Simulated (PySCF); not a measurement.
# Vibration and rotation of TlSi⁺

UHF-CCSD(T) constants of TlSi⁺, ³Π (triplet), unpaired electrons σ ↑, π ↑ (Tl cc-pVDZ-PP with ECP60, Si cc-pV(D+d)Z; scalar-relativistic core potentials (PySCF 2.14); masses 204.9744 and 27.9769 u):

```
ωe              : 103.6 cm⁻¹
ωexe            : 0.732 cm⁻¹
Be              : 0.062517 cm⁻¹
αe              : 0.000568 cm⁻¹
D (centrifugal) : 9.11e-08 cm⁻¹
```

**Question.** Give the vibrational terms G(v) and spacings up to v = 6.

**Answer.** G(v) = ωe(v+½) − ωexe(v+½)².

| v | G(v) (cm⁻¹) | G(v) − G(v−1) | Bv (cm⁻¹) |
| --- | --- | --- | --- |
| 0 | 51.6 |  | 0.06223 |
| 1 | 153.8 | 102.1 | 0.06167 |
| 2 | 254.4 | 100.7 | 0.06110 |
| 3 | 353.6 | 99.2 | 0.06053 |
| 4 | 451.4 | 97.7 | 0.05996 |
| 5 | 547.7 | 96.3 | 0.05939 |
| 6 | 642.5 | 94.8 | 0.05883 |

Correlated steps freeze 9 core orbitals. These are scalar-relativistic numbers at best; spin–orbit coupling would shift them, the dissociation energy most. The state is the lowest determinant that a PBE0 search found; another state may lie lower at other levels.
